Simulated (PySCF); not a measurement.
Compound: C3H5GeNO2.
Cartesian coordinates in Å at the PBE0-D3(BJ)/def2-SVP level; atoms count from 1:
```xyz
12
C3H5GeNO2 angstrom
Ge     2.1953    0.0080   -0.2621
O      0.6325    0.9094   -0.2973
C     -0.5382    0.3295   -0.0140
C     -1.8058    0.9820   -0.0667
N     -2.7741    0.1680    0.2599
O     -2.1961   -1.0259    0.5339
C     -0.8667   -0.9420    0.3742
H      3.2104    1.0419   -0.7474
H      2.0572   -1.1975   -1.2079
H      2.4415   -0.4495    1.1852
H     -2.0181    2.0164   -0.3345
H     -0.2965   -1.8473    0.5702
```

Computed with PySCF at CAM-B3LYP/def2-SVPD, non-relativistic, on one gas-phase PBE0-D3(BJ)/def2-SVP geometry that isn't relaxed in the solvent. The solvent is an IEF-PCM continuum (cavity from Bondi-type radii × 1.2), and excitations are vertical TDDFT with non-equilibrium linear response and a frozen core. Only the electrostatic response of the medium enters. Spin–orbit coupling is left out although an atom past zinc is present.

| run | E − E(gas) (kcal/mol) | HOMO (eV) | HOMO–LUMO gap (eV) | dipole (D) | lowest singlet (eV) | static polarisability (au) |
| --- | --- | --- | --- | --- | --- | --- |
| gas | 0.00 | -8.25 | 8.61 | 4.49 | 5.67 | 75.2 |
| P | -6.76 | -8.28 | 8.85 | 5.75 | 5.69 | 100.0 |
| Q | -3.01 | -8.25 | 8.84 | 5.06 | 5.74 | 85.1 |

Task: The runs were made in benzene and dimethylsulfoxide. Which run belongs to which solvent?

Result: P = dimethylsulfoxide, Q = benzene. The dielectric constants are 2.271 (benzene), 46.83 (dimethylsulfoxide), and the energy falls further as ε rises. The optical constants n² used for the excitations are 2.25, 2.19 in the same order. In this model the ground state sees the solvent through ε alone.

Task: How constant is the ratio of the lowering to (ε − 1)/(2ε + 1)?

Result: 
```tsv
solvent	(ε − 1)/(2ε + 1)	E − E(gas) (kcal/mol)	ratio (kcal/mol)	polarisation term (kcal/mol)
benzene	0.229	-3.01	-13.1	-3.29
dimethylsulfoxide	0.484	-6.76	-14.0	-8.26
```

The ratio changes by +6.5 % in size from benzene to dimethylsulfoxide. The polarisation term is half the interaction of the solute with the induced surface charges.
